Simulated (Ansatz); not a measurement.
B₅N₄⁺. Charge 1, multiplicity 1. Geometry r2SCAN-D4/def2-SVP.

Cartesian coordinates in Å:
```
B 1.3689 -0.1417 -0.0948
B -2.9643 -2.8117 -0.6824
B -1.0771 -1.0292 -0.2500
B -0.1315 1.3128 0.3796
B 1.7810 1.6971 0.4119
N 0.6210 2.3627 0.6481
N -0.0733 -0.0762 -0.0181
N 2.4644 0.5758 0.0653
N -1.9891 -1.8896 -0.4595
```

The restricted singlet is unstable towards broken spin symmetry in Hartree–Fock (as tested in another run); at PBE-D4/def2-SVP, r2SCAN-D4/def2-TZVP, PBE0-D4/def2-TZVP, BHLYP-D4/def2-TZVP and others this wasn't settled. At PBE-D4/def2-SVP, r2SCAN-D4/def2-TZVP an occupied level of the charge 1 singlet lies above an empty one (by up to 0.07 eV), so this SCF solution is probably not the lowest. Another isomer (singlet) lies 4.35 eV lower at PBE0-D4/def2-TZVP; other spin states weren't run for this one.

Task: Estimate the orbital energies around the gap (eV) in Ansatz with PBE-D4/def2-SVP, r2SCAN-D4/def2-TZVP, PBE0-D4/def2-TZVP, BHLYP-D4/def2-TZVP, ωB97X-V/def2-TZVP.

Result: 
```
orbital  PBE-D4/def2-SVP  r2SCAN-D4/def2-TZVP  PBE0-D4/def2-TZVP  BHLYP-D4/def2-TZVP  ωB97X-V/def2-TZVP
 HOMO−5           -14.68               -15.03             -16.35              -17.91             -19.20
 HOMO−4           -13.89               -14.02             -15.38              -17.19             -18.32
 HOMO−3           -13.43               -13.85             -15.06              -16.63             -17.97
 HOMO−2           -13.43               -13.68             -14.81              -15.62             -16.88
 HOMO−1           -13.34               -13.61             -14.48              -15.35             -16.56
   HOMO            -9.90                -9.97             -10.23              -10.65             -11.93
   LUMO            -9.96               -10.03              -9.67               -9.02              -7.80
 LUMO+1            -7.83                -7.54              -7.04               -6.33              -5.08
 LUMO+2            -7.73                -7.37              -6.74               -5.79              -4.69
 LUMO+3            -7.55                -7.15              -6.36               -5.22              -4.00
 LUMO+4            -6.48                -6.16              -5.85               -5.02              -3.90
 LUMO+5            -6.18                -6.03              -5.69               -5.01              -3.84
```
